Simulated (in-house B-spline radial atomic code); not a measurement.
Configurations of the mercury ion Hg²⁺, with energies counted from [Xe] 4f14 5d10. Computed with an all-electron radial atomic-structure program (B-spline basis): Dirac-Hartree-Fock, average of configuration, Fermi nucleus of rms radius 5.4648 fm. Energies include first-order Breit, QED and recoil terms.

Occupations are held fixed; configurations that lie above the ionisation limit could autoionise.

```
                  configuration  E - E(ref) (eV)  highest orbital  its <r> (bohr)
              [Xe] 4f14 5d9 8f1           31.157            8f5/2            21.6
              [Xe] 4f14 5d9 9f1           31.767            9f5/2           28.96
              [Xe] 4f14 5d9 8g1           31.823            8g7/2           28.63
              [Xe] 4f14 5d9 9g1           32.224            9g7/2           37.13
[Kr] 4d10 4f14 5s2 5p5 5d10 6s1            71.93            6s1/2           2.376
[Kr] 4d10 4f14 5s2 5p5 5d10 7d1           93.138            7d5/2           8.619
[Kr] 4d10 4f14 5s2 5p5 5d10 6g1           96.236            6g7/2           14.65
             [Xe] 4f13 5d10 8s1           119.96            8s1/2           8.937
             [Xe] 4f13 5d10 9p1              123            9p3/2           15.69
 [Kr] 4d9 4f14 5s2 5p6 5d10 6f1           391.93            6f5/2           9.887
 [Kr] 4d9 4f14 5s2 5p6 5d10 9s1           392.51            9s1/2           13.67
 [Kr] 4d9 4f14 5s2 5p6 5d10 9g1            395.5            9g7/2           37.13
```

**Question.** Order these further configurations by energy, lowest first.
A. [Kr] 4d9 4f14 5s2 5p6 5d10 9p1
B. [Xe] 4f14 5d9 8s1
C. [Kr] 4d10 4f14 5s2 5p5 5d10 8f1
D. [Kr] 4d9 4f14 5s2 5p6 5d10 8s1
E. [Kr] 4d9 4f14 5s2 5p6 5d10 5f1

**Answer.** B (26.863 eV), C (97.052 eV), E (389.13 eV), D (390.09 eV), A (393.12 eV).

**Question.** How far above the reference does [Xe] 4f13 5d10 8g1 lie?

**Answer.** 124.97 eV; its least bound orbital is 8g7/2 with <r> = 28.64 bohr.

**Question.** How far above the reference does [Kr] 4d9 4f14 5s2 5p6 5d10 6s1 lie?

**Answer.** 369.24 eV; its least bound orbital is 6s1/2 with <r> = 2.367 bohr.

**Question.** How far above the reference does [Kr] 4d9 4f14 5s2 5p6 5d10 7s1 lie?

**Answer.** 384.95 eV; its least bound orbital is 7s1/2 with <r> = 5.195 bohr.
